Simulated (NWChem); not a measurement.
A series in which one site is exchanged, each optimised at PBE0/def2-SVP with NWChem, gas phase unless a solvent is named. This build's default masses of Se (78.918 u) and Br (79.917 u) are each other's, which moves their modes by up to 0.6 %. Shieldings are non-relativistic GIAO values without spin-orbit effects.

A: [Cl][GeH2][Cl] (GeH$_{2}$Cl$_{2}$; site = H)
B: [Cl][GeH]([Cl])[Br] (GeHBrCl₂; site = Br)
C: [Cl][GeH]([Cl])[Cl] (GeHCl₃; site = Cl)
D: [F][GeH]([Cl])[Cl] (GeHCl2F; site = F)

Rank them by Ge absolute shielding, KT2/pcSseg-1 (ppm), lowest first.

B (1187.1), C (1203.6), D (1239.8), A (1270.9)
